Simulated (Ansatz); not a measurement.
Reactions of CH3AlFNS, SMILES `F[C]1(S)[NH][AlH]1`.

Computed with Ansatz on PBE0-D4/def2-TZVP structures; ΔE is electronic, products minus reactants. CCSD(T)/CBS adds triple-zeta CCSD(T) − MP2 to the extrapolated MP2 energy (def2 sets, frozen cores). This one scheme is used for every species, atoms too. No spin–orbit coupling; open shells (•) take unrestricted orbitals. Spin–orbit coupling would lower the free atoms: a little for Al, C, F, S. Each species was taken in one conformer, which may not be the lowest.

Task: Order these by ΔE at CCSD(T)/CBS, lowest first. (Estimate.)
A. `F[C]1(S)[NH][AlH]1` → Al• + C• + F• + 3 H• + N• + S•
B. `F[C]1(S)[NH][AlH]1` → `N[C]1(F)[AlH][S]1`
C. `F[C]1(S)[NH][AlH]1` + H₂ → `F[CH]1[NH][AlH]1` + H₂S
D. `F[C]1(S)[NH][AlH]1` + CH₃SH → `CS[C]1(F)[NH][AlH]1` + H₂S
E. `F[C]1(S)[NH][AlH]1` → `N=[CH][Al]([F])[SH]`

Result: E (-393.6 kJ/mol), B (-66.7 kJ/mol), C (-51.2 kJ/mol), D (-12.5 kJ/mol), A (+2575.8 kJ/mol).

Largest T1 diagnostic: 0.018, for Al•.
